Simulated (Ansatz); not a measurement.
Reaction (ligand exchange at the Si–Cl bond): `Cl[SiH2]Cl` + `C=CNC` → `C=CN(C)[SiH2]Cl` + HCl

Calculated with Ansatz (gas phase, PBE0-D4/def2-TZVP geometries, no zero-point term in ΔE). CBS: MP2 limit from def2 TZ/QZ plus the TZ coupled-cluster correction, frozen cores. This one scheme is used for every species. DFT in def2-TZVPP. Each species was taken in one conformer, which may not be the lowest.

CCSD(T)/CBS gives +20.9 kJ/mol.

(1) Another level gave +29.4 kJ/mol. Which?
A. PBE0/def2-TZVPP
B. B97M-V/def2-TZVPP
C. RPA@PBE/def2-TZVPP
D. BHLYP-D4/def2-TZVPP

(2) What do rigid-rotor, harmonic-oscillator terms from PBE0-D4/def2-TZVP frequencies (298.15 K, 1 bar) make of the CCSD(T)/CBS value? (Estimate.)

Largest T1 diagnostic among the species: 0.011.

Results:

(1) B. B97M-V 29.4, PBE0 35.8, BHLYP-D4 25.1, RPA@PBE/def2-TZVPP 16.1 kJ/mol.

(2) Ansatz gave: ΔZPE = -9.7 kJ/mol, ΔH = +13.7 kJ/mol, ΔS = -23 J/(mol·K), ΔG = +20.4 kJ/mol. Modes under 50 cm⁻¹ make the entropy rough.

In def2-TZVPP, CCSD(T) changes the Hartree–Fock value by −22.7 kJ/mol (the triples alone add −2.7 kJ/mol) and MP2 by −23.2 kJ/mol. Leaving LDA and LC-ωPBE aside and taking each functional with its dispersion term where it has one, the values, not all of them listed here, spread over 6.3 kJ/mol, from BLYP-D4 to r2SCAN-D4. LDA lies −16.0 kJ/mol from PBE without D4.
